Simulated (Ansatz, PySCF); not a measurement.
Gas-phase reaction in SMILES: N[Si](N)(F)F → N[Si](F)F + [NH2] (NH2) (the N-Si bond at the site shown breaks; other sites are not compared here)
Structures are relaxed separately at B3LYP-D3(BJ)/def2-TZVP in Ansatz (an electronic-structure program), one conformer each, not searched for the lowest. Frequencies are from Ansatz or PySCF.

Quantity: bond dissociation energy (enthalpy at 298 K, with B3LYP-D3(BJ) rigid-rotor harmonic-oscillator terms), in kcal/mol. Correlated levels leave the core frozen unless marked. UHF or UKS for open shells. Spin-orbit coupling is left out. No relativistic terms. Basis-set limits of correlation are two-point, X^-3; Hartree-Fock from the larger set. The bracket is a focal-point correction in the basis named.

| level | program | bond dissociation energy (kcal/mol) |
|---|---|---|
| HF/STO-3G | Ansatz | 88.9 |

Predict the RI-MP2/CBS(aug-cc-pV(T+d)Z,aug-cc-pV(Q+d)Z)+[CCSD(T)-MP2]/aug-cc-pV(T+d)Z result (Ansatz).

120.0 kcal/mol
